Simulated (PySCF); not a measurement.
Gas-phase reaction: 2 HfCl3OH + H2O2 → 2 HfCl2(OH)2 + 2 Cl

Computed with PySCF and rigid-rotor harmonic-oscillator thermochemistry at 1 bar. † marks an energy on the PBE0/def2-TZVP geometry and frequencies. MP2 and CCSD(T) freeze the core. Open shells (unrestricted): Cl (multiplicity 2); the rest are closed-shell singlets. Spin-orbit splitting is ignored; it lowers the true energy and changes the entropy of Cl. Hf: scalar-relativistic def2 core potential, no spin-orbit coupling. HfCl3OH, HfCl2(OH)2: computed as isolated molecules; such fragments, hydroxides, amides, oligomers or adducts are transient or little studied in the gas. MP2 isn't extrapolated to the basis-set limit. CCSD(T) isn't extrapolated to the basis-set limit.

```
level                ΔH°(298 K), kJ
-------------------  --------------
BLYP/def2-TZVP†                 120
CCSD(T)/def2-TZVPP†             104
HF/def2-TZVP†                     ?
MP2/def2-SVP†                     ?
PBE/def2-TZVP†                    ?
PBE0/def2-SVP†                  128
LDA/def2-TZVP†                    ?
ωB97X-V/def2-TZVP†              128
```

**Question.** Fill in the missing entries.

**Answer.** 
- HF/def2-TZVP†, ΔH°(298 K), kJ: -44
- MP2/def2-SVP†, ΔH°(298 K), kJ: 69
- PBE/def2-TZVP†, ΔH°(298 K), kJ: 164
- LDA/def2-TZVP†, ΔH°(298 K), kJ: 224
